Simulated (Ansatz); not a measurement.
F₂O₂W, singlet, geometry from GFN2-xTB (such geometries of metal compounds can be far from the true shape) (core potentials on W); Ansatz (a program for electronic structure) with B3LYP/def2-SVPD.

Input for Ansatz:
Ansatz 0.2 input:
```yaml
crystal:
  periodic: [false, false, false]
  atoms:
    - {symbol: W, position_ang: [0.05487010, -0.01169516, 0.01838624]}
    - {symbol: O, position_ang: [1.32229612, -0.35687239, -1.03644562]}
    - {symbol: O, position_ang: [0.49345910, -0.03014245, 1.64488116]}
    - {symbol: F, position_ang: [-0.71526726, 1.59888556, -0.41592983]}
    - {symbol: F, position_ang: [-1.34989154, -1.15871218, -0.27607755]}
basis:
  gaussian:
    orbitals: def2-SVPD
hamiltonian:
  xc: b3lyp
```

What the program printed (banner, timings and long lists left out):

```
Functional definition: B3LYP
1096 factors; their error is unknown
mean field evaluation 1: about -11331.3263 eV, gradient 1.1e2 eV
mean field evaluation 2: about -11065.9957 eV, gradient 3.4e2 eV
mean field evaluation 4: about -11350.5626 eV, gradient 3.5e1 eV
mean field evaluation 8: about -11352.5390 eV, gradient 1.5e-1 eV
mean field evaluation 16: about -11352.6139 eV, gradient 1.9e-4 eV
mean field -11352.61391560 eV, -417.2008663202 hartree, gradient 1.7e-5 eV, S^2 0.000000; 0 other end points of the search recorded, 0 dependent functions left out
reference -11352.61418569 eV, -417.2008762459 hartree; 24, 24 occupied and 103, 103 virtual orbitals, 1096 factors
Total energy: -11352.61418569 eV, -417.2008762459 hartree
```
